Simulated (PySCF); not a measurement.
HCl3Ge, charge +1, doublet, geometry from GFN2-xTB (a state made from the parent by changing its charge; the spin is typed, not shown lowest), with bond 3-1 at 1.5 times its length; PBE/3-21G (PySCF).

Input for PySCF:
```python
from pyscf import gto, scf, dft

mol = gto.Mole()
mol.atom = '''
    Ge   -0.019294   -0.001387    0.270341
    Cl   -0.215770    2.040192   -0.211343
    Cl    2.846575   -1.227956   -0.248619
    Cl   -1.631545   -1.217931   -0.329106
    H    -0.130069   -0.009351    1.822448
'''
mol.basis = '3-21g'
mol.charge = 1
mol.spin = 1
mol.verbose = 4
mol.build()

mf = dft.UKS(mol)
mf.xc = 'pbe'
mf.kernel()
mo_i, mo_e, stable_i, stable_e = mf.stability(internal=True, external=False, return_status=True, nroots=6, tol=1e-6)
print('internally stable:', stable_i, ' externally stable:', stable_e)
if not stable_i:
    umf = mf.copy()
    umf.scf_summary = {}
    umf.kernel(umf.make_rdm1(mo_i, mf.mo_occ))
```

Output, abridged:

```
PySCF version 2.14.0

[INPUT] verbose = 4
[INPUT] num. atoms = 5
[INPUT] num. electrons = 83
[INPUT] charge = 1
[INPUT] spin (= nelec alpha-beta = 2S) = 1
[INPUT] symmetry False subgroup None
[INPUT] Mole.unit = angstrom
[INPUT] Symbol           X                Y                Z      unit          X                Y                Z       unit  Magmom
[INPUT]  1 Ge    -0.019294000000  -0.001387000000   0.270341000000 AA   -0.036460375847  -0.002621050135   0.510870450241 Bohr   0.0
[INPUT]  2 Cl    -0.215770000000   2.040192000000  -0.211343000000 AA   -0.407746205897   3.855404121529  -0.399380388344 Bohr   0.0
[INPUT]  3 Cl     2.846575000000  -1.227956000000  -0.248619000000 AA    5.379247143034  -2.320500533016  -0.469821819363 Bohr   0.0
[INPUT]  4 Cl    -1.631545000000  -1.217931000000  -0.329106000000 AA   -3.083173209904  -2.301556028618  -0.621920205951 Bohr   0.0
[INPUT]  5 H     -0.130069000000  -0.009351000000   1.822448000000 AA   -0.245794787296  -0.017670828991   3.443927596261 Bohr   0.0

nuclear repulsion = 495.149392060745
number of shells = 33
number of NR pGTOs = 138
number of NR cGTOs = 63
basis = 3-21g
ecp = {}

******** <class 'pyscf.dft.uks.UKS'> ********
method = UKS
initial guess = minao
damping factor = 0
level_shift factor = 0
DIIS = <class 'pyscf.scf.diis.CDIIS'>
diis_start_cycle = 1
diis_space = 8
diis_damp = 0
SCF conv_tol = 1e-09
SCF conv_tol_grad = None
SCF max_cycles = 50
direct_scf = True
direct_scf_tol = 1e-13
number electrons alpha = 42  beta = 41
XC library pyscf.dft.libxc version 7.1.2
    S. Lehtola, C. Steigemann, M. J. T. Oliveira, and M. A. L. Marques,  SoftwareX 7, 1–5 (2018)
XC functionals = pbe
    J. P. Perdew, K. Burke, and M. Ernzerhof,  Phys. Rev. Lett. 77, 3865 (1996)
    J. P. Perdew, K. Burke, and M. Ernzerhof,  Phys. Rev. Lett. 78, 1396 (1997)
    J. P. Perdew, K. Burke, and M. Ernzerhof,  Phys. Rev. Lett. 77, 3865 (1996)
    J. P. Perdew, K. Burke, and M. Ernzerhof,  Phys. Rev. Lett. 78, 1396 (1997)
radial grids:
    Treutler-Ahlrichs [JCP 102, 346 (1995); DOI:10.1063/1.469408] (M4) radial grids

becke partition: Becke, JCP 88, 2547 (1988); DOI:10.1063/1.454033
pruning grids: <function nwchem_prune>
grids dens level: 3
symmetrized grids: False
atomic radii adjust function: <function treutler_atomic_radii_adjust>
small_rho_cutoff = 0
Set gradient conv threshold to 3.16228e-05
tot grids = 87088
init E= -3438.15391648052

cycle= 1 E= -3440.12616085089  delta_E= -1.97  |g|= 0.309  |ddm|= 1.55
cycle= 2 E= -3438.83309061967  delta_E= 1.29  |g|= 0.908  |ddm|= 2.56
cycle= 3 E= -3439.73911855322  delta_E= -0.906  |g|= 0.672  |ddm|= 2.37
cycle= 4 E= -3440.17404828298  delta_E= -0.435  |g|= 0.271  |ddm|= 1.38
cycle= 5 E= -3440.24171005265  delta_E= -0.0677  |g|= 0.104  |ddm|= 0.34
cycle= 6 E= -3440.25110094857  delta_E= -0.00939  |g|= 0.0452  |ddm|= 0.13
cycle= 7 E= -3440.25315112989  delta_E= -0.00205  |g|= 0.0181  |ddm|= 0.0774
cycle= 8 E= -3440.25357232045  delta_E= -0.000421  |g|= 0.00542  |ddm|= 0.116
cycle= 9 E= -3440.25359052734  delta_E= -1.82e-05  |g|= 0.00359  |ddm|= 0.0124
cycle= 10 E= -3440.25360797794  delta_E= -1.75e-05  |g|= 0.000686  |ddm|= 0.0211
cycle= 11 E= -3440.25360918694  delta_E= -1.21e-06  |g|= 0.000339  |ddm|= 0.008
cycle= 12 E= -3440.25360887747  delta_E= 3.09e-07  |g|= 0.000627  |ddm|= 0.00314
cycle= 13 E= -3440.25360938777  delta_E= -5.1e-07  |g|= 8.46e-05  |ddm|= 0.003
cycle= 14 E= -3440.25360939645  delta_E= -8.68e-09  |g|= 3.58e-05  |ddm|= 0.000603
cycle= 15 E= -3440.25360939823  delta_E= -1.78e-09  |g|= 3.08e-06  |ddm|= 0.000166
cycle= 16 E= -3440.25360939826  delta_E= -3e-11  |g|= 1.16e-06  |ddm|= 3.23e-05
Extra cycle  E= -3440.25360939827  delta_E= -1.46e-11  |g|= 1.75e-06  |ddm|= 2.83e-05
converged SCF energy = -3440.25360939827  <S^2> = 0.75361129  2S+1 = 2.003608
uhf_internal: lowest eigs of H = [5.58015532e-05 1.93778844e-02 2.12766144e-02 3.66488220e-02
 3.81557870e-02 1.17669156e-01]
<class 'pyscf.dft.uks.UKS'> wavefunction is stable in the internal stability analysis
internally stable: True  externally stable: None
```
